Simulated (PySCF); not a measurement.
Isomers of C5H6N2. Level of theory: TDDFT B3LYP/def2-SVPD, vertical, gas phase, core orbitals frozen in the response in PySCF. Geometries: GFN2-xTB; one conformer of each isolated species. Triplets are in the Tamm–Dancoff approximation.

A. `Cc1ncccn1`
B. `c1cc(/C=N\[H])[nH]c1`
C. `[H]/N=C\C#C/C=N/C`

Lowest singlet levels (six at most, fewer where fewer were computed) with oscillator strengths:

1. 4.66 eV (f 0.003); 4.89 eV (f 0.374); 5.54 eV (f 0.002); 5.56 eV (f 0.013); 6.30 eV (f 0.001); 6.56 eV (f 0.008); T1 3.20 eV
2. 3.97 eV (f 0.001); 4.06 eV (f 0.006); 4.64 eV (f 0.003); 4.79 eV (f 0.351); 5.81 eV (f 0.033); 5.86 eV (f 0.012); T1 3.13 eV
3. 4.18 eV (f 0.004); 4.58 eV (f 0.000); 5.67 eV (f 0.025); 5.70 eV (f 0.021); 6.04 eV (f 0.005); 6.51 eV (f 0.127); T1 3.70 eV

**Question.** Match each spectrum to its molecule.

**Answer.** 1 = B, 2 = C, 3 = A.
- A: S1 at 4.18 eV, HOMO→LUMO (100%); Löwdin shares by element: HOMO nitrogen 69%, carbon 13% or more (atoms not listed hold the other 17%); LUMO carbon 44% or more, nitrogen 37% (atoms not listed hold the other 20%); HOMO -6.97 and LUMO -1.40 eV; point group Cs, 1 of its 6 listed states under f = 0.0005.
- B: S1 at 4.66 eV, HOMO-1→LUMO (98%); Löwdin shares by element: HOMO carbon 56% or more, nitrogen 15% or more (atoms not listed hold the other 29%); LUMO carbon 44% or more, nitrogen 25% or more (atoms not listed hold the other 31%); HOMO -6.23 and LUMO -1.19 eV.
- C: S1 at 3.97 eV, HOMO-1→LUMO (89%); Löwdin shares by element: HOMO nitrogen 39%, carbon 38% or more (atoms not listed hold the other 23%); LUMO nitrogen 37%, carbon 28% or more (atoms not listed hold the other 35%); HOMO -7.53 and LUMO -2.41 eV.
